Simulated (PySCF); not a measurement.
C2H4F2.

```xyz
8

F     -1.4521    -0.1686    -0.5464
C     -0.6900     0.3070     0.5047
C      0.6900    -0.3070     0.5047
F      1.4521     0.1686    -0.5464
H     -1.1963     0.0606     1.4671
H     -0.6078     1.4145     0.4219
H      1.1963    -0.0606     1.4671
H      0.6078    -1.4145     0.4219
```
Charge 0, spin multiplicity 1.

Geometry optimised at PBE-D3(BJ)/def2-SVP. The values are those of a single conformer.

Computed with PBE0/pcSseg-1 (PySCF). Non-relativistic, no solvent.

Computed absolute GIAO shielding of each atom: isotropic value and principal components (ppm):
```
atom  σ(iso)    σ11    σ22    σ33  span
----  ------  -----  -----  -----  ----
F1     410.8  372.3  417.0  443.1  70.8
C2      97.4   67.8   81.0  143.3  75.5
C3      97.4   67.8   81.0  143.3  75.5
F4     410.8  372.3  417.0  443.1  70.8
H5      26.8   22.9   26.6   30.8   7.9
H6      26.2   22.5   25.8   30.3   7.7
H7      26.8   22.9   26.6   30.8   7.9
H8      26.2   22.5   25.8   30.3   7.7
```
